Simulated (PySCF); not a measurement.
Ga⁺: excitation energy

Ga⁺ [Ar] 3d10 4s2 (1S) → Ga⁺ [Ar] 3d10 4s1 4p1 (3P), as a difference of total energies. Computed with PySCF 2.14 in x2c-TZVPPall, with the spin-free X2C one-electron Hamiltonian (Gaussian nucleus). Correlated levels: valence: [Ar] 3d10 frozen; valence and next inner shell: [Ne] frozen. The calculations carry no spin-orbit coupling.

```
                                method  excitation energy (eV)
                                   UHF                   4.662
                                   LDA                   6.571
                                   PBE                   6.300
                                  PBE0                   5.965
                                r2SCAN                   5.874
                             CAM-B3LYP                   6.265
                                PBEsol                   6.251
                                 wB97X                   6.522
                               wB97X-V                   6.101
                         MP2 (valence)                   5.310
                     SCS-MP2 (valence)                   5.496
    MP2 (valence and next inner shell)                   5.601
SCS-MP2 (valence and next inner shell)                   5.755
```

Errors of the correlated levels include the incompleteness of this basis and the frozen core.

The basis was made for the ground configuration and has no added diffuse functions, so the excitation energy can come out too high.

Task: Which method comes closest to the reference value, and which is furthest?

Result: The reference is 5.986 eV (measured; NIST levels, between the centres of gravity of the two terms). Closest: PBE0 (error -0.021 eV); furthest: UHF (error -1.324 eV).
